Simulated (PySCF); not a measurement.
A run that did not reach its result, on `C=CC#CCSC` (driver script around PySCF, density fitting, GFN2-xTB geometry as the base; each input is a line of settings and coordinates in Å).

Command:
```bash
OMP_NUM_THREADS=1 python probes_run.py task.json out
```
Input:
```
{"job": {"kind": "nmr", "xc": "LC-wPBE", "basis": "6-31G-J", "pop": false, "scf": {"max_cycle": 82}}, "charge": 1, "multiplicity": 1}
C      1.609021    -2.133797     1.537291
C      1.983409    -1.406044     0.490736
C      1.087838    -0.646287    -0.288642
C      0.351760    -0.009368    -0.998887
C     -0.558439     0.815062    -1.743750
S     -0.999423     2.337947    -0.804133
C     -1.833522     1.561351     0.605783
H      0.579053    -2.191021     1.848982
H      2.322129    -2.695081     2.115897
H      3.021870    -1.355008     0.186040
H     -1.487125     0.284316    -1.964667
H     -0.103793     1.172290    -2.668356
H     -1.158368     0.845088     1.066334
H     -2.744457     1.073484     0.267901
H     -2.074367     2.355057     1.304938
```

Output:
```
KeyError: 'Element s (Z=16) not found in basis 6-31G-J version 0'
```

**Question.** Diagnose the run.

**Answer.** The basis 6-31G-J in the Basis Set Exchange has no functions for sulfur, so the input was refused before any integral. The charge was set to +1 in place of 0. Choose a basis that covers all elements. The run gave no result.

Conformer computed: `[CH2:1]=[CH:2][C:3]#[C:4][CH2:5][S:6][CH3:7]`: C4–C5–S6–C7 -63°.
